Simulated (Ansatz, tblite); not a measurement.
Cost and result up the ladder for N-butylpyridinium bromide, `CCCC[n+]1ccccc1.[Br-]` (25 atoms). Charge 0, multiplicity 1. Geometry: r2SCAN-D4/def2-SVP.

```
atom   x (Å)   y (Å)   z (Å)
  C1   1.409   3.270   1.470
  C2   0.134   2.588   0.987
  C3   0.357   1.120   0.628
  C4  -0.935   0.452   0.167
  N5  -0.739  -0.925  -0.309
  C6  -0.777  -1.181  -1.658
  C7  -0.681  -2.539  -2.078
  C8  -0.332  -3.518  -1.181
  C9  -0.110  -3.175   0.181
 C10  -0.323  -1.880   0.576
 H11   1.806   2.781   2.375
 H12   1.232   4.329   1.714
 H13   2.194   3.229   0.699
 H14  -0.652   2.670   1.762
 H15  -0.256   3.119   0.100
 H16   0.764   0.583   1.504
 H17   1.098   1.028  -0.184
 H18  -1.684   0.429   0.978
 H19  -1.369   1.017  -0.671
 H20  -1.320  -0.451  -2.255
 H21  -0.834  -2.752  -3.137
 H22  -0.225  -4.555  -1.509
 H23   0.197  -3.920   0.916
 H24  -0.209  -1.549   1.610
Br25   1.255  -0.170  -2.687
```

Ansatz on 4 threads of Arm Neoverse V1 on a shared host; xTB runs through tblite on one thread. Times are rough, summed over both states, and most runs start from the orbitals of an earlier one. PBE0-D4/def2-TZVP serves as the yardstick here, not as an exact answer. The other state is a triplet.

The xTB rows come from tblite.

xTB has no spin-polarisation term.

| level | functions | wall time | vertical triplet (eV) | difference from PBE0-D4/def2-TZVP (eV) |
| --- | --- | --- | --- | --- |
| GFN2-xTB | 63 | 0.036 s | 2.52 | 0.02 |
| GFN1-xTB | 77 | 0.048 s | 2.09 | -0.41 |
| PBE-D4/def2-TZVP | 442 | 37 s | 2.50 | 0.01 |
| PBE0-D4/def2-TZVP (with forces) | 442 | 2 min | 2.50 | 0.00 |
